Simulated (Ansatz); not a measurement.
Cd, singlet (all electrons, no relativity). Base run: Ansatz (a quantum-chemistry and plane-wave program) with PBE/3-21G.

Input for Ansatz:
Ansatz 0.2 input:
```yaml
crystal:
  periodic: [false, false, false]
  atoms:
    - {symbol: Cd, position_ang: [0.00000000, 0.00000000, 0.00000000]}
basis:
  gaussian:
    orbitals: 3-21G.json
hamiltonian:
  xc: pbe
```
The basis file holds 3-21G in the JSON format of the Basis Set Exchange.

Each row names what was changed in the base input (with any setting that the change needs).

```json
[
 {"change": "base", "basis functions": "39", "E (Eh)": "-5442.17848"},
 {"change": "basis = def2-SV(P)", "basis functions": "24", "E (Eh)": "-167.74646"},
 {"change": "basis = def2-SVP", "basis functions": "31", "E (Eh)": "-167.74645"},
 {"change": "basis = def2-SVPD", "basis functions": "?", "E (Eh)": "?"},
 {"change": "basis = def2-TZVP", "basis functions": "40", "E (Eh)": "-167.78889"},
 {"change": "basis = def2-TZVPD", "basis functions": "40", "E (Eh)": "-167.78889"},
 {"change": "basis = def2-TZVPP", "basis functions": "56", "E (Eh)": "-167.78889"},
 {"change": "basis = def2-QZVP", "basis functions": "72", "E (Eh)": "-167.79091"},
 {"change": "basis = def2-QZVPP", "basis functions": "88", "E (Eh)": "-167.79091"}
]
```

Question: Fill in the missing entries.

Answer: 
- basis = def2-SVPD, basis functions: 34
- basis = def2-SVPD, E (Eh): -167.74654

Totals compare only among sets that treat the same electrons; sets with core potentials leave the core out.
